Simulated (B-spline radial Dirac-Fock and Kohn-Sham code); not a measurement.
# X-ray scattering factor of Ba⁺

System: the Ba⁺ ion, configuration [Xe] 6s1, inside a Watson sphere of charge -1 and radius 1.8 Å (a model of the Madelung potential; inside it an electron's potential energy is raised by 8.0 eV).

These are calculated numbers from an atomic code on a B-spline grid; the model is configuration-average Dirac-Fock orbitals. f₀ is the Fourier transform of the spherical electron density, S the Waller-Hartree incoherent function, and s = sin θ/λ. The electron scattering factor follows from the Mott-Bethe formula f_e = 0.023934 Å⁻¹·(Z − f₀)/s².

```
s (Å⁻¹)      f₀       S  f_e (Å)
      0  55.000   0.000        –
   0.05  53.683   1.586   22.181
    0.1  51.012   3.898   11.938
   0.15  47.918   6.418    8.598
    0.2  44.629   8.908    6.804
   0.25  41.450  11.269    5.572
    0.3  38.577  13.462    4.633
   0.35  36.048  15.417    3.898
    0.4  33.812  17.117    3.319
   0.45  31.799  18.612    2.860
    0.5  29.953  19.977    2.494
    0.6  26.656  22.516    1.951
    0.7  23.851  24.908    1.570
    0.8  21.544  27.156    1.289
    0.9  19.698  29.233    1.073
      1  18.223  31.110    0.904
    1.1  17.008  32.769    0.771
    1.2  15.954  34.216    0.666
    1.4  14.069  36.587    0.512
    1.6  12.304  38.483    0.409
    1.8  10.659  40.091    0.335
      2   9.213  41.499    0.280
    2.5   6.703  44.354    0.189
      3   5.441  46.492    0.134
    3.5   4.735  48.126    0.100
      4   4.178  49.400    0.078
      5   3.146  51.181    0.051
      6   2.324  52.264    0.036
```

f₀ starts at the number of electrons, 55, and has fallen to half at s ≈ 0.57 Å⁻¹. The sum of ⟨r²⟩ over the electrons is 82.82 bohr². For an ion f_e diverges as s goes to zero, because of the net charge.
